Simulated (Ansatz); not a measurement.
An input meant for Cu(NH3)(SiH3) (CuSiNH₆) (charge 0, singlet).

```yaml
crystal:
  periodic: [false, false, false]
  atoms:
    - {symbol: Cu, position_ang: [0.000327, -0.001147, 0.199774]}
    - {symbol: N, position_ang: [-0.000203, -0.015059, 2.206673]}
    - {symbol: H, position_ang: [-0.929922, -0.188565, 2.574968]}
    - {symbol: H, position_ang: [0.316424, 0.872826, 2.582878]}
    - {symbol: H, position_ang: [0.612465, -0.737216, 2.571705]}
    - {symbol: Si, position_ang: [0.000298, 0.014163, -2.065947]}
    - {symbol: H, position_ang: [1.313782, 0.388138, -2.687732]}
    - {symbol: H, position_ang: [-0.976851, 0.970986, -2.683518]}
    - {symbol: H, position_ang: [-0.336310, -1.304137, -2.698802]}
basis:
  gaussian: {orbitals: cc-pVDZ}
hamiltonian: {xc: {name: wB97M-V}, dispersion: rvv10}
```

```sh
$ ansatz run in.yaml --threads 4 --pin off --events-out ev --progress --plain --max-ram 3916MiB
```

Task: Predict how Ansatz answers.

Result: The program refused the input. The functional holds a nonlocal dispersion part already, so the dispersion key must go.
```
Error: invalid value for `hamiltonian.dispersion`: this functional's text states its nonlocal part
```
